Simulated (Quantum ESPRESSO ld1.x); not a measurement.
Question: All-electron atom: Tl12+ in [Xe] 4f14 5d1. Calculated with ld1.x of Quantum ESPRESSO 7.5: scalar-relativistic Kohn-Sham, LDA (Slater exchange, Perdew-Zunger correlation), spin-polarised, spherical densities, point nucleus; open shells are filled with parallel spins first. Some entries of the table are withheld. Estimate them.

orbital,occ.,eigenvalue (eV),<r> (bohr)
1s up,1,-85796.0,0.01632
1s down,1,-85796.0,0.01632
2s up,1,-15462.5,0.06877
2s down,1,-15462.3,0.06877
2p up,3,-13333.8,0.06236
2p down,3,-13333.7,0.06236
3s up,1,-3858.86,0.1776
3s down,1,-3858.78,0.1776
3p up,3,-3246.35,0.1793
3p down,3,-3246.27,0.1793
3d up,5,-2611.83,0.1624
3d down,5,-2611.72,0.1624
4s up,1,-1030.56,0.3914
4s down,1,-1030.41,0.3914
4p up,3,-829.459,0.4171
4p down,3,-829.303,0.4171
4d up,5,-593.959,0.4384
4d down,5,-593.775,0.4383
5s up,1,-340.201,0.8415
5s down,1,-339.294,0.8405
4f up,7,-332.736,0.4605
4f down,7,-332.503,0.4601
5p up,3,-280.194,(1)
5p down,3,-279.146,(2)
5d up,1,-207.645,(3)
5d down,0,-206.490,(4)
6s up,0,-163.527,(5)
6s down,0,-162.651,(6)
6p up,0,-141.055,1.743
6p down,0,-140.330,1.749

Answer: 
(1) 5p up <r> (bohr): 0.9323
(2) 5p down <r> (bohr): 0.9314
(3) 5d up <r> (bohr): 1.081
(4) 5d down <r> (bohr): 1.081
(5) 6s up <r> (bohr): 1.580
(6) 6s down <r> (bohr): 1.584
